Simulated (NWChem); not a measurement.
# Correlation energy of dimethyl selenide (C₂H₆Se)

```
Se
C 1 1.9408
H 2 1.0986 1 107.07
H 2 1.0991 3 108.92 1 119.97
H 2 1.0991 3 108.92 4 120.06
C 1 1.9408 2 97.25 3 180.00
H 6 1.0986 1 107.07 2 180.00
H 6 1.0991 7 108.92 1 -119.97
H 6 1.0991 7 108.92 8 -120.06
```
Charge 0, spin multiplicity 1.

Program: NWChem. The geometry was optimised at PBE0/def2-SVP, a minimum by its harmonic frequencies.

Basis set: def2-SVP. Each correlation energy counts from its own Hartree-Fock reference.

| method | correlation energy (mHa) | difference from CCSD(T) |
|---|---|---|
| CR-CCSD[T] | -579.9 | +3.3 |
| CR-CCSD(T) | -579.4 | +3.8 |
| SCS-MP2 | -520.4 | +62.8 |
| CCSD+T(CCSD) | -583.9 | -0.7 |
| CCSD(T) | -583.2 | 0.0 |
| MP2 | -532.0 | +51.2 |
| CCSD | -567.5 | +15.7 |

The values span 63.5 mHa, from CCSD+T(CCSD) (lowest) to SCS-MP2 (highest). 

The Hamiltonian is non-relativistic. The correlated methods keep 11 core orbitals frozen. No row is a measurement; the coupled-cluster row has its own basis-set and correlation limits.
